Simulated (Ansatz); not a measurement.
```yaml
crystal:
  periodic: [false, false, false]
  atoms:
    - {symbol: O, position_ang: [2.512755, -1.132894, -1.322917]}
    - {symbol: C, position_ang: [1.650601, -0.685496, -0.726781]}
    - {symbol: Os, position_ang: [0.000726, 0.000940, 0.002675]}
    - {symbol: C, position_ang: [-1.883465, 0.339344, -0.243613]}
    - {symbol: O, position_ang: [-2.968026, 0.456611, -0.573499]}
    - {symbol: C, position_ang: [0.509066, 1.851633, -0.206404]}
    - {symbol: O, position_ang: [0.835557, 2.940677, -0.128717]}
    - {symbol: C, position_ang: [-0.275591, -1.504779, 1.178947]}
    - {symbol: O, position_ang: [-0.381623, -2.266037, 2.020309]}
basis:
  gaussian: {orbitals: def2-TZVP, fitting: {mean_field: cc-pVTZ-jkfit}}
hamiltonian: {xc: {name: B2PLYP}}
output: {forces: true}
```

```sh
$ ansatz run in.yaml --threads 8 --pin off --events-out ev --progress --plain --max-ram 20889MiB
```

Problem. How does Ansatz answer? (An estimate is asked.)

Solution. The calculation gave: The input was rejected before any iteration.
```
Functional definition: B2PLYP
Error: <dir> the basis set cc-pVTZ-JKFIT has no functions for Os
```
